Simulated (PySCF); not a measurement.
# Electron correlation in Ca²⁺ (calcium, charge +2)

[Ar], closed-shell 1S. Computed with PySCF 2.14 in x2c-QZVPPall with one added diffuse shell each of s, p, d, f type (12s8p5d4f, 89 functions), with scalar relativity by spin-free X2C-1e. Frozen: [Ne]; 8 electrons correlated.

```csv
level,correlation energy (mhartree)
CCSD,-215.82
(T),-5.46
CCSD(T),-221.28
```

Diagnostics: T1 = 0.00050, D1 = 0.0014, largest double amplitude 0.027.

Cost of the coupled-cluster step: about 8 core-seconds, for 8 correlated electrons.

This basis was not built for core-valence correlation, so the inner-shell part is incomplete.
